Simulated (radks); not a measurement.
Results of a calculation; reference values are marked as such.
Al II, 12 electrons, occupied as [Ne] 3s2.

Code: a radial shooting solver on a logarithmic mesh with Libxc functionals. Model: non-relativistic Kohn-Sham, PBE, spin-polarised, spherical densities, point nucleus.

Energy parts (hartree):
| part | energy |
|---|---|
| total | -242.01288 |
| kinetic | 241.63490 |
| electron-nucleus | -574.47774 |
| Hartree | 109.03306 |
| exchange-correlation | -18.20310 |

Orbitals (lengths in bohr, moments of r in powers of bohr; r(max) is where P^2 peaks; r(90%) holds 90 % of the orbital's charge):
| orbital | occ. | eigenvalue (hartree) | r(90%) | <r^4> | r(max) |
|---|---|---|---|---|---|
| 1s | 2 | -55.71831 | 0.215 | 0.0009906 | 0.07869 |
| 2s | 2 | -4.26498 | 0.993 | 0.4193 | 0.4980 |
| 2p | 6 | -2.86770 | 1.02 | 0.4909 | 0.4289 |
| 3s | 2 | -0.54333 | 3.59 | 70.29 | 2.019 |

The highest occupied level is 3s at -14.785 eV. Summed over all electrons, <r^2> = 16.84 bohr^2, which gives a Langevin (diamagnetic) susceptibility term of -13.3 x 10^-6 cm^3/mol.
